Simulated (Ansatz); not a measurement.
Consider the formal exchange of groups at a B–F bond: `NBBF` + CH₄ → `CBBN` + H–F.

Program: Ansatz. Geometries: PBE0-D4/def2-TZVP. ΔE: electronic, gas phase. CCSD(T)/CBS is the MP2 limit (def2-TZVPP, def2-QZVPP) plus CCSD(T) − MP2 in def2-TZVPP, frozen cores. This one scheme is used for every species. DFT in def2-TZVPP. Each species was taken in one conformer, which may not be the lowest.

| level | ΔE (kJ/mol) |
| --- | --- |
| CAM-B3LYP-D4 | 147.9 |
| revPBE | 139.1 |
| LC-ωPBE | 138.8 |
| MP2/def2-SVP | 162.3 |

(1) What does CCSD(T)/CBS give? (Best estimate.)

Largest T1 diagnostic among the species: 0.015.

## Answers

(1) Computed: +137.3 kJ/mol. The listed levels differ from it by 10.6, 1.8, 1.5, 25.0 kJ/mol.

In def2-TZVPP, CCSD(T) changes the Hartree–Fock value by −12.7 kJ/mol (the triples alone add −0.0 kJ/mol) and MP2 by −15.5 kJ/mol. The D4 term adds −4.7 kJ/mol with B3LYP and −2.7 kJ/mol with PBE0; it sums over pairs of atoms, weighted by their polarisabilities, and B3LYP, whose exchange is more repulsive, gets the larger term. At CCSD(T), def2-SVP lies +27.2 kJ/mol from the extrapolated value and def2-TZVPP +5.1 kJ/mol.

B3LYP here is the variant with VWN-RPA as its local correlation; programs differ in this.
